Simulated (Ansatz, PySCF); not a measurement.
This PySCF input computes a B3LYP/def2-TZVPD energy:

```python
from pyscf import gto, scf, dft

mol = gto.M(
    atom='''
    C    -1.94066977   -0.20121438   -0.31648920
    C    -0.62923603   -0.04730212    0.46914420
    C     0.51162928    0.04847064   -0.49660367
    O     1.82473023    0.25090033    0.33402368
    H    -1.93813166   -1.10196070   -0.93088562
    H    -2.12155977    0.66026270   -0.95969761
    H    -2.76997795   -0.27577569    0.38432706
    H    -0.66563911    0.85062281    1.08836225
    H    -0.49501407   -0.91382610    1.12395151
    H     0.50525323    0.94365504   -1.11189190
    H     0.68600474   -0.84917172   -1.08515396
    H     2.64514613    0.25645477   -0.19366755
    H     1.90573590   -0.37718851    1.07615838
    ''',
    basis='def2-tzvpd',
    charge=1,
    spin=0,
    verbose=4,
)

mf = dft.RKS(mol, xc='b3lyp').density_fit(auxbasis='def2-universal-jkfit')
mf.grids.level = 3
mf.conv_tol = 1e-9
mf.max_cycle = 100
mf.max_memory = 1500
mf.kernel()
if not mf.converged:
    mf = mf.newton()
    mf.kernel(mf.make_rdm1())
mf.analyze()
```

Task: Write an input for the same energy in Ansatz (a program for electronic structure) and say what it gives.

Result: 
Ansatz 0.2 input:
```yaml
crystal:
  periodic: [false, false, false]
  atoms:
    - {symbol: C, position_ang: [-1.94066977, -0.20121438, -0.31648920]}
    - {symbol: C, position_ang: [-0.62923603, -0.04730212, 0.46914420]}
    - {symbol: C, position_ang: [0.51162928, 0.04847064, -0.49660367]}
    - {symbol: O, position_ang: [1.82473023, 0.25090033, 0.33402368]}
    - {symbol: H, position_ang: [-1.93813166, -1.10196070, -0.93088562]}
    - {symbol: H, position_ang: [-2.12155977, 0.66026270, -0.95969761]}
    - {symbol: H, position_ang: [-2.76997795, -0.27577569, 0.38432706]}
    - {symbol: H, position_ang: [-0.66563911, 0.85062281, 1.08836225]}
    - {symbol: H, position_ang: [-0.49501407, -0.91382610, 1.12395151]}
    - {symbol: H, position_ang: [0.50525323, 0.94365504, -1.11189190]}
    - {symbol: H, position_ang: [0.68600474, -0.84917172, -1.08515396]}
    - {symbol: H, position_ang: [2.64514613, 0.25645477, -0.19366755]}
    - {symbol: H, position_ang: [1.90573590, -0.37718851, 1.07615838]}
basis:
  gaussian:
    orbitals: def2-TZVPD
hamiltonian:
  xc: {name: B3LYP}
total_charge: 1
output: {forces: true}
```
It gives -194.74879 Eh, and PySCF -194.74891 Eh, a difference of 0.12 mEh, from the treatment of integrals and grids.

It need not be the lowest isomer of its formula.
